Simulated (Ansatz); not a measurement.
Ansatz (a program for electronic structure) input (B3LYP-D3(BJ)/def2-TZVP):

Ansatz 0.2 input:
```yaml
crystal:
  periodic: [false, false, false]
  atoms:
    - {symbol: Si, position_ang: [-1.00309157, -0.05433158, 0.19609192]}
    - {symbol: N, position_ang: [0.90257077, 0.04315056, -0.17766760]}
    - {symbol: H, position_ang: [-1.37265436, 1.32963448, -0.06312123]}
    - {symbol: H, position_ang: [-1.39515045, -1.04614459, -0.79483583]}
    - {symbol: H, position_ang: [-0.95768807, -0.48312788, 1.58649678]}
    - {symbol: H, position_ang: [1.37937671, 0.70219925, 0.44196811]}
    - {symbol: H, position_ang: [1.36153103, -0.86271096, -0.05905320]}
    - {symbol: H, position_ang: [1.08769041, 0.34815538, -1.13569537]}
basis:
  gaussian:
    orbitals: def2-TZVP
hamiltonian:
  xc: b3lyp
  dispersion: d3bj
total_charge: 1
relax: {f_tol: 0.002, max_steps: 150}
```

End of the output:

```
0.30 GiB of device memory are held for the factors and their scratch space
mean field: 0.32 GiB planned
mean field -9460.65583218 eV, -347.6726891699 hartree, gradient 7.0e-6 eV, S^2 0.000000; 0 other end points of the search recorded, 0 dependent functions left out
the calculation of the forces begins
reference -9460.65606428 eV, -347.6726976994 hartree; 13, 13 occupied and 91, 91 virtual orbitals, 680 factors
relax step   3: F+E_penalty+E_count = -9460.85861277 eV  Δ(F+E_penalty+E_count) = -5.673e-3 eV  max|allowed force component| = 8.283e-2 eV/Å  Δτ_max = 0.0259 Å  (28 SCF iters, accepted)
these checks for a lower state are left out or cut short: starts, cluster_reference, orbital_swaps, neighbouring_geometries, increment
integrals: 0.03 GiB planned
680 factors; their error is unknown
0.17 GiB of the device are held for the grids
0.30 GiB of device memory are held for the factors and their scratch space
mean field: 0.32 GiB planned
mean field evaluation 32: about -9460.6564 eV, gradient 5.8e-5 eV
mean field -9460.65639555 eV, -347.6727098734 hartree, gradient 7.1e-6 eV, S^2 0.000000; 0 other end points of the search recorded, 0 dependent functions left out
the calculation of the forces begins
reference -9460.65662778 eV, -347.6727184076 hartree; 13, 13 occupied and 91, 91 virtual orbitals, 680 factors
relax step   4: F+E_penalty+E_count = -9460.85896464 eV  Δ(F+E_penalty+E_count) = -3.519e-4 eV  max|allowed force component| = 2.769e-2 eV/Å  Δτ_max = 0.0039 Å  (29 SCF iters, accepted)
these checks for a lower state are left out or cut short: starts, cluster_reference, orbital_swaps, neighbouring_geometries, increment
integrals: 0.03 GiB planned
680 factors; their error is unknown
0.17 GiB of the device are held for the grids
0.30 GiB of device memory are held for the factors and their scratch space
mean field: 0.32 GiB planned
mean field -9460.65643391 eV, -347.6727112829 hartree, gradient 7.1e-6 eV, S^2 0.000000; 0 other end points of the search recorded, 0 dependent functions left out
the calculation of the forces begins
reference -9460.65666614 eV, -347.6727198174 hartree; 13, 13 occupied and 91, 91 virtual orbitals, 680 factors
relax step   5: F+E_penalty+E_count = -9460.85898469 eV  Δ(F+E_penalty+E_count) = -2.005e-5 eV  max|allowed force component| = 5.297e-4 eV/Å  Δτ_max = 0.0029 Å  (29 SCF iters, accepted)
integrals: 0.03 GiB planned
680 factors; their error is unknown
0.17 GiB of the device are held for the grids
0.30 GiB of device memory are held for the factors and their scratch space
mean field: 0.32 GiB planned
mean field -9460.65643391 eV, -347.6727112829 hartree, gradient 3.2e-5 eV, S^2 0.000000; 1 other end points of the search recorded, 0 dependent functions left out
the calculation of the forces begins
reference -9460.65666614 eV, -347.6727198174 hartree; 13, 13 occupied and 91, 91 virtual orbitals, 680 factors
Total energy: -9460.85921692 eV, -347.6801634211 hartree
Atom 0 at    -0.960949    -0.052108     0.187740 Å, force     0.000026     0.000049    -0.000029 eV/Å
Atom 1 at     0.907892     0.043559    -0.178661 Å, force     0.000174    -0.000044    -0.000010 eV/Å
Atom 2 at    -1.395537     1.327457    -0.055102 Å, force    -0.000039    -0.000179     0.000250 eV/Å
Atom 3 at    -1.418527    -1.043647    -0.791297 Å, force    -0.000058     0.000272     0.000086 eV/Å
Atom 4 at    -0.980493    -0.486783     1.588353 Å, force    -0.000103    -0.000120    -0.000281 eV/Å
Atom 5 at     1.385715     0.706080     0.437532 Å, force     0.000002     0.000514     0.000162 eV/Å
Atom 6 at     1.369267    -0.861392    -0.055622 Å, force     0.000079    -0.000364     0.000351 eV/Å
Atom 7 at     1.095215     0.343659    -1.138760 Å, force    -0.000081    -0.000127    -0.000530 eV/Å
Dipole moment:     0.653980     0.033471    -0.128215 e Å
```

It need not be the lowest isomer of its formula.
